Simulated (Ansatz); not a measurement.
Reaction (ligand exchange at a Ti–Cl bond): `[NH2][Ti]([NH2])([Cl])[Cl]` + NH₃ → `[NH2][Ti]([NH2])([NH2])[Cl]` + HCl

Calculated with Ansatz (gas phase, PBE0-D4/def2-TZVP geometries, no zero-point term in ΔE). CCSD(T)/CBS adds triple-zeta CCSD(T) − MP2 to the extrapolated MP2 energy (def2 sets, frozen cores). This one scheme is used for every species. For Ti outer-core shells are correlated without core-valence functions, which leaves a few kJ/mol of doubt a bond. Scalar relativity is left out up to krypton. One conformer a species, not always the lowest.

```tsv
species	CCSD/CBS(def2) energy (Eh)
`[NH2][Ti]([NH2])([Cl])[Cl]`	-1880.42398
NH₃	-56.50119
`[NH2][Ti]([NH2])([NH2])[Cl]`	-1476.52004
HCl	-460.37334
```

(1) Work out ΔE.

Largest T1 diagnostic among the species: 0.025, so the coupled-cluster value is less sure than usual.

Answers

(1) ΔE = (-1476.52004) + (-460.37334) − (-1880.42398) − (-56.50119) = 0.03179 Eh = +83.5 kJ/mol. CCSD(T)/CBS gives +86.4 kJ/mol.

Leaving LDA and LC-ωPBE aside and taking each functional with its dispersion term where it has one, the values, not all of them listed here, spread over 11.8 kJ/mol, from CAM-B3LYP-D4 to B97M-V. LDA lies −5.1 kJ/mol from PBE without D4.
